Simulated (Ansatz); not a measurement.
Abridged output of a molecular run in Ansatz:

```
Functional definition: HF
1182 factors; integrals over basis functions are off by at most 1.2e-3 eV
mean field evaluation 1: about -29704.8015 eV, gradient 3.3e1 eV
mean field evaluation 2: about -29704.9850 eV, gradient 3.4e1 eV
mean field evaluation 4: about -29707.5458 eV, gradient 2.6e0 eV
mean field evaluation 8: about -29707.6021 eV, gradient 2.3e-1 eV
mean field evaluation 16: about -29707.6023 eV, gradient 1.9e-6 eV
mean field -29707.60229873 eV, -1091.7342479421 hartree, gradient 1.9e-6 eV, S^2 0.000000; 0 other end points of the search recorded, 0 dependent functions left out
16 core orbitals not correlated: weight in the atoms' cores, before any rotation towards them, 1.000 or more for the frozen orbitals, at most 0.000 for the correlated occupied ones
reference -29707.60229873 eV, -1091.7342479421 hartree; 12, 12 occupied and 171, 171 virtual orbitals, 1182 factors
second order -17.28969543 eV of doubles, -0.00000000 eV of singles
cycle   1  -17.96041485 eV  change   -6.7e-1 eV  update   9.5e-2
cycle   2  -18.39591542 eV  change   -4.4e-1 eV  update   3.0e-2
cycle   3  -18.50352440 eV  change   -1.1e-1 eV  update   1.6e-2
cycle   4  -18.49310633 eV  change    1.0e-2 eV  update   3.7e-3
cycle   5  -18.49059153 eV  change    2.5e-3 eV  update   1.6e-3
cycle   6  -18.49129650 eV  change   -7.0e-4 eV  update   4.9e-4
cycle   7  -18.49115202 eV  change    1.4e-4 eV  update   1.7e-4
cycle   8  -18.49109148 eV  change    6.1e-5 eV  update   5.5e-5
cycle   9  -18.49111952 eV  change   -2.8e-5 eV  update   2.1e-5
cycle  10  -18.49112758 eV  change   -8.1e-6 eV  update   7.3e-6
perturbative correction -0.62655777 eV, -0.0230255733 hartree
Total energy: -29726.71998408 eV, -1092.4368099204 hartree
```

Its atoms:

Z-matrix (Å, degrees):
```
Si
Al 1 2.455
Cl 1 2.073 2 107.8
H 1 1.488 2 113.3 3 -118.6
H 1 1.488 2 113.3 3 118.6
F 2 1.652 1 116.0 3 -179.6
H 2 1.578 1 126.4 3 0.3
```

(1) Which basis set was used?
A. def2-SVP
B. cc-pV(Q+d)Z
C. def2-QZVPP
D. def2-TZVPP

(2) Write the keys of the input that set method, charge and spin (a neutral closed shell needs none for the last two).

Results:

(1) D. It gives 199 functions.

(2) 
```yaml
correlation: {method: ccsd_t}
```
